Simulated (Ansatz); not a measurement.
Consider the ligand exchange at the Si–C bond: `BN[SiH2]CO` + H–F → `BN[SiH2]F` + CH₃OH.

Gas-phase electronic energies from Ansatz, PBE0-D4/def2-TZVP geometries. CCSD(T)/CBS adds triple-zeta CCSD(T) − MP2 to the extrapolated MP2 energy (def2 sets, frozen cores). This one scheme is used for every species. Functionals use def2-TZVPP. Each species was taken in one conformer, which may not be the lowest.

```tsv
level	ΔE (kJ/mol)
PBE0-D4	-154.6
B2PLYP	-172.4
r2SCAN	-166.7
HF/def2-TZVPP	-194.4
SCS-MP2/def2-TZVPP	-170.6
CCSD/def2-TZVPP	-167.6
HF/CBS(def2)	-196.8
MP2/CBS(def2)	-164.1
```

(1) What does CCSD(T)/CBS give? (Estimate.)

Largest T1 diagnostic among the species: 0.012.

## Answers

(1) The calculation gave: -162.8 kJ/mol. The listed levels differ from it by 8.2, -9.6, -3.9, -31.6, -7.8, -4.8, -34.0, -1.3 kJ/mol.

In def2-TZVPP, CCSD(T) changes the Hartree–Fock value by +31.2 kJ/mol (the triples alone add +4.4 kJ/mol) and MP2 by +30.0 kJ/mol. From PBE to PBE0 (25 % exact exchange), in def2-TZVPP and without D4, ΔE moves by −5.1 kJ/mol. The D4 term adds +8.8 kJ/mol with B3LYP and +5.0 kJ/mol with PBE0; it sums over pairs of atoms, weighted by their polarisabilities, and B3LYP, whose exchange is more repulsive, gets the larger term.

B3LYP here is the variant with VWN-RPA as its local correlation; programs differ in this.
